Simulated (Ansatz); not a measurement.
```yaml
crystal:
  periodic: [false, false, false]
  atoms:
    - {symbol: C, position_ang: [-1.029889, -0.888525, 0.224401]}
    - {symbol: N, position_ang: [0.075817, 0.011919, 0.014543]}
    - {symbol: C, position_ang: [1.301244, -0.432517, 0.622494]}
    - {symbol: In, position_ang: [-0.131601, 1.696083, -1.026095]}
    - {symbol: D, position_ang: [-2.014043, 1.731353, -1.581500]}
    - {symbol: H, position_ang: [-1.241524, -1.020607, 1.296133]}
    - {symbol: H, position_ang: [-0.818915, -1.885800, -0.190053]}
    - {symbol: H, position_ang: [-1.933735, -0.507958, -0.254188]}
    - {symbol: H, position_ang: [1.196056, -0.544952, 1.712415]}
    - {symbol: H, position_ang: [2.115687, 0.273971, 0.442724]}
    - {symbol: H, position_ang: [1.618732, -1.409822, 0.227926]}
    - {symbol: H, position_ang: [0.862161, 2.976855, -1.488802]}
basis:
  gaussian: {orbitals: def2-TZVP}
hamiltonian: {xc: {name: wB97X-V}}
scf: {lower_state_search: light}
output: {forces: true}
```

```sh
$ ansatz run in.yaml --threads 4 --pin off --events-out ev --progress --plain --max-ram 10444MiB
```

Output, abridged:

```
Error: YAML parse error: error: line 8 column 16: `D` is not an element symbol (H … Og, case-exact)
 6 |     - {symbol: C, position_ang: [1.301244, -0.432517, 0.622494]}
 7 |     - {symbol: In, position_ang: [-0.131601, 1.696083, -1.026095]}
 8 |     - {symbol: D, position_ang: [-2.014043, 1.731353, -1.581500]}
 9 |     - {symbol: H, position_ang: [-1.241524, -1.020607, 1.296133]}
10 |     - {symbol: H, position_ang: [-0.818915, -1.885800, -0.190053]}
```

(1) Something in this input is off. What?

## Answers

(1) An element symbol is wrong. The program refused the input.
